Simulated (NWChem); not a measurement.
System: C$_{3}$H$_{2}$FN; SMILES F/C=C/C#N

Here is an NWChem input.

```
start job
memory heap 200 mb stack 900 mb global 1100 mb
geometry units angstroms noautosym nocenter noautoz
  N     -0.227988    -2.531003     0.000000
  C      0.095656    -1.417104     0.000000
  C      0.511352    -0.057349     0.000000
  C     -0.377913     0.941797     0.000000
  F      0.002420     2.199828     0.000000
  H      1.582915     0.162663     0.000000
  H     -1.464463     0.810420     0.000000
end
basis spherical
  * library 6-31g*
end
dft
  xc hfexch
  iterations 150
end
property
  shielding
  efieldgrad
end
task dft property
```

Structure relaxed at the PBE0/def2-SVP level.

GIAO values for the isolated, static molecule; σ is the absolute isotropic shielding, δ = σ(reference) − σ with the isolated reference molecule computed at the same levels (13C: tetramethylsilane, 19F: trichlorofluoromethane, 1H: tetramethylsilane, 15N: ammonia).

Atoms are numbered as in the input.

### Question
What results follow from this input? (Hartree-Fock/6-31G* (spherical d), GIAO.) Quantities: δ N1 (ppm); δ C2 (ppm); δ C3 (ppm); δ C4 (ppm); δ F5 (ppm); δ H6 (ppm); δ H7 (ppm).

### Answer
| Quantity | Result |
|---|---|
| δ N1 (ppm) | 294.1 |
| δ C2 (ppm) | 106.6 |
| δ C3 (ppm) | 86.0 |
| δ C4 (ppm) | 163.2 |
| δ F5 (ppm) | -62.3 |
| δ H6 (ppm) | 5.21 |
| δ H7 (ppm) | 7.52 |
